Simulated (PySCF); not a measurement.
Computed Raman spectrum (relative Raman activity) of a molecule C₂H₉GeN. Geometry optimised at B3LYP-D3(BJ)/def2-SVP. Other conformers were not sampled. These are B3LYP-D3(BJ)/def2-SVP (PySCF) values and carry that method's errors. Frequencies are harmonic and unscaled.

| ν (cm⁻¹) | relative intensity |
|---|---|
| 479 | 2.6 |
| 543 | 3.3 |
| 578 | 12 |
| 654 | 8.0 |
| 688 | 5.6 |
| 792 | 7.9 |
| 878 | 12 |
| 917 | 3.9 |
| 974 | 2.4 |
| 984 | 2.9 |
| 1046 | 3.3 |
| 1246 | 4.0 |
| 1251 | 2.5 |
| 1394 | 2.7 |
| 1437 | 7.7 |
| 1475 | 9.7 |
| 1482 | 10 |
| 1557 | 3.3 |
| 2049 | 100 |
| 2120 | 100 |
| 3018 | 85 |
| 3041 | 72 |
| 3086 | 78 |
| 3093 | 67 |
| 3106 | 5.0 |
| 3518 | 80 |
| 3605 | 50 |

Question: Which structure fits?
A) [CH3][GeH]([CH3])[NH2]
B) C[NH][GeH2][CH3]
C) CC[NH][GeH3]
D) C[CH2][GeH2][NH2]

Answer: D, C[CH2][GeH2][NH2]
